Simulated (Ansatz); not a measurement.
`C[CH2][AlH][OH]` + H–F → `[OH][AlH][CH2]F` + CH₄  (substitution at a C–C bond)

Program: Ansatz. Geometries: PBE0-D4/def2-TZVP. ΔE: electronic, gas phase. CCSD(T)/CBS is the MP2 limit (def2-TZVPP, def2-QZVPP) plus CCSD(T) − MP2 in def2-TZVPP, frozen cores. This one scheme is used for every species. DFT in def2-TZVPP. B3LYP here is the variant with VWN-RPA as its local correlation; programs differ in this. Each species was taken in one conformer, which may not be the lowest.

| level | ΔE (kJ/mol) | difference from CCSD(T)/CBS |
| --- | --- | --- |
| revPBE-D4 | 47.5 | -10.0 |
| B3LYP-D4 | 39.1 | -18.4 |
| PBE0 | 47.2 | -10.3 |
| r2SCANh | 44.7 | -12.8 |
| LC-ωPBE | 46.1 | -11.4 |
| SCS-MP2/def2-TZVPP | 54.6 | -2.9 |
| MP2/def2-QZVPP | 66.3 | 8.8 |
| SCS-MP2/def2-QZVPP | 56.4 | -1.1 |
| HF/CBS(def2) | 32.6 | -24.9 |
| MP2/CBS(def2) | 67.4 | 9.9 |
| CCSD(T)/CBS | 57.5 | 0 |

(1) What do rigid-rotor, harmonic-oscillator terms from PBE0-D4/def2-TZVP frequencies (298.15 K, 1 bar) make of the CCSD(T)/CBS value? (An estimate is asked.)

Largest T1 diagnostic among the species: 0.012.

Results:

(1) Computed: ΔZPE = -0.9 kJ/mol, ΔH = +56.3 kJ/mol, ΔS = 4 J/(mol·K), ΔG = +55.1 kJ/mol. Modes under 50 cm⁻¹ make the entropy rough.

From r2SCAN to r2SCAN0 (25 % exact exchange), in def2-TZVPP and without D4, ΔE moves by +5.9 kJ/mol. At CCSD(T), def2-SVP lies −10.7 kJ/mol from the extrapolated value and def2-TZVPP −2.8 kJ/mol.
